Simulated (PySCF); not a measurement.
ZrMe2Cl2, C2H6Cl2Zr (singlet state).
SMILES: `[CH3][Zr]([CH3])([Cl])[Cl]`

The calculation used PBE0-D3(BJ)/def2-SVP geometry optimisation, gas phase, def2 core potentials past Kr (PySCF).

Masses are those of the commonest isotopes; rigid-rotor values at the optimised geometry. 

**Question.** What are A, B and C (MHz)?

**Answer.** Ia = 245.60, Ib = 390.87, Ic = 442.00 u·Å²; 505379 MHz·u·Å²/I gives A = 2058, B = 1293, C = 1143 MHz.

**Question.** What kind of rotor is it?

**Answer.** An asymmetric top. Ray's parameter κ = (2B − A − C)/(A − C) = -0.673; −1 is the prolate and +1 the oblate limit.

**Question.** Is it planar, by Δ = Ic − Ia − Ib?

**Answer.** Not planar: Δ = Ic − Ia − Ib = -194.47 u·Å². For a rigid frame Δ = −2 Σ m c², so Σ m c² = 97.24 u·Å² lies off the ab plane: 26.09 from hydrogen and 71.15 from heavier atoms. The atom farthest from that plane is 2.71 Å away.

**Question.** Give the coordinates in the principal-axis frame, origin at the centre of mass.

**Answer.** The sense of each axis is arbitrary; atoms in the order of the calculation.
| atom | mass (u) | a (Å) | b (Å) | c (Å) |
| --- | --- | --- | --- | --- |
| Zr1 | 89.905 | 0.000 | 0.211 | 0.002 |
| C2 | 12.000 | 0.005 | 1.652 | 1.649 |
| H3 | 1.008 | -0.094 | 1.170 | 2.638 |
| H4 | 1.008 | -0.838 | 2.358 | 1.531 |
| H5 | 1.008 | 0.943 | 2.235 | 1.647 |
| C6 | 12.000 | -0.023 | 1.456 | -1.790 |
| H7 | 1.008 | 0.082 | 0.850 | -2.707 |
| H8 | 1.008 | 0.814 | 2.178 | -1.759 |
| H9 | 1.008 | -0.969 | 2.023 | -1.857 |
| Cl10 | 34.969 | -2.034 | -0.965 | 0.034 |
| Cl11 | 34.969 | 2.042 | -0.956 | 0.023 |

**Question.** List the rotational levels J(Ka,Kc) to J = 4 (cm⁻¹).

**Answer.** Above 0(0,0):
J = 1: 1(0,1) 0.0813, 1(1,1) 0.1068, 1(1,0) 0.1118
J = 2: 2(0,2) 0.2431, 2(1,2) 0.2643, 2(1,1) 0.2793, 2(2,1) 0.3558, 2(2,0) 0.3565
J = 3: 3(0,3) 0.4844, 3(1,3) 0.5003, 3(1,2) 0.5301, 3(2,2) 0.5996, 3(2,1) 0.6029, 3(3,1) 0.7400, 3(3,0) 0.7401
J = 4: 4(0,4) 0.8034, 4(1,4) 0.8142, 4(1,3) 0.8637, 4(2,3) 0.9242, 4(2,2) 0.9334, 4(3,2) 1.0663, 4(3,1) 1.0667, 4(4,1) 1.2613, 4(4,0) 1.2613
Those of J = 1 are B + C, A + C and A + B.

**Question.** Which lines would a microwave search look for?

**Answer.** The dipole components are |μa| = 0.01 D, |μb| = 1.80 D, |μc| = 0.02 D. The squared components, which scale the intensities, stand as 0.00 : 1.00 : 0.00 (a : b : c). Some of the stronger lines:

```json
{"type": "b", "branch": "Q", "J(Ka,Kc)": "1(1,0) ← 1(0,1)", "MHz": "914", "lower level (cm⁻¹)": "0.081"}
{"type": "b", "branch": "Q", "J(Ka,Kc)": "2(1,1) ← 2(0,2)", "MHz": "1084", "lower level (cm⁻¹)": "0.243"}
{"type": "b", "branch": "Q", "J(Ka,Kc)": "2(2,0) ← 2(1,1)", "MHz": "2314", "lower level (cm⁻¹)": "0.279"}
{"type": "b", "branch": "Q", "J(Ka,Kc)": "2(2,1) ← 2(1,2)", "MHz": "2743", "lower level (cm⁻¹)": "0.264"}
{"type": "b", "branch": "R", "J(Ka,Kc)": "1(1,1) ← 0(0,0)", "MHz": "3201", "lower level (cm⁻¹)": "0.000"}
{"type": "b", "branch": "R", "J(Ka,Kc)": "2(0,2) ← 1(1,1)", "MHz": "4088", "lower level (cm⁻¹)": "0.107"}
{"type": "b", "branch": "R", "J(Ka,Kc)": "2(1,2) ← 1(0,1)", "MHz": "5488", "lower level (cm⁻¹)": "0.081"}
{"type": "b", "branch": "R", "J(Ka,Kc)": "2(2,1) ← 1(1,0)", "MHz": "7317", "lower level (cm⁻¹)": "0.112"}
{"type": "b", "branch": "R", "J(Ka,Kc)": "2(2,0) ← 1(1,1)", "MHz": "7486", "lower level (cm⁻¹)": "0.107"}
```

No PBE0-D3(BJ)/def2-SVP frequencies stand behind this structure, so it isn't proved a minimum. Zero-point vibration and centrifugal distortion are left out. A rigid rotor knows nothing of internal rotation, which can split or shift real lines. Quadrupole hyperfine structure (35Cl) is left out.
